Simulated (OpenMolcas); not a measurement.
# Re3+: moving or changing the point charges

Re3+ among 4 point charges of -2 e arranged as a square (D4h), 2.26 Å from the ion.

- Program: OpenMolcas 26.06
- Method: CASSCF
- Basis: ANO-RCC-VDZP [7s6p4d2f1g]
- Scalar Hamiltonian: DKH2, point nucleus
- Active space: 4 electrons in 5 orbitals (5d)
- State averaging: 2S+1 = 5 even, 5 roots; 2S+1 = 3 even, 45 roots; 2S+1 = 1 even, 50 roots
- Spin-orbit coupling: state interaction with AMFI integrals over the reference wave functions

Runs around this geometry, states (labels of D4, the rotations of D4h). Energies in cm-1 above the lowest state or level, χT in cm3 K/mol.

```tsv
R (Å)	q (e)	Ground state	First state of that spin	First gap with spin-orbit (degeneracies)	χT at 300 K	First state of another spin
2.26	-1.3	5B1	5B2 5600	671.8 (1, 1)	0.476	3E 17685
2.08	-2	5B1	5B2 11475	441.4 (1, 1)	0.905	3A2 9398
2.26	-2	5B1	5B2 8108	477.8 (1, 1)	0.718	3E 14457
2.43	-2	5B1	5B2 5951	571.3 (1, 1)	0.553	3E 16207
```

Taking the first state of the same spin as R^-n, n = -ln(5951 / 11475) / ln(2.43 / 2.08) = 4.2 between the shortest and longest distance.

Scaling the charges by -1.3 / -2 = 0.65 scales the first state of the same spin by 5600 / 8108 = 0.69; with fixed orbitals a first-order splitting would follow the charge.

Without dynamic correlation the repulsion within the d shell is too large (B by tens of per cent), so at a given field states of lower spin stand too high. Point charges give a weaker field than real ligands, and real ions of this kind are as a rule low spin; the high spin found here belongs to the model. Spin-orbit coupling mixes the spin-free states strongly: the lowest level takes only 63 % from its leading state, 5B1 (figures for R = 2.26, q = -1.3; the like holds for R = 2.43, q = -2). This shell can be high or low spin here, a state of another spin lies low, and with metal d orbitals alone active their balance is uncertain, so the ground spin may be wrong (holds for R = 2.08, q = -2; R = 2.26, q = -2). Point charges carry no covalency, so the field is a model and not that of real ligands. No measured value stands beside these numbers.
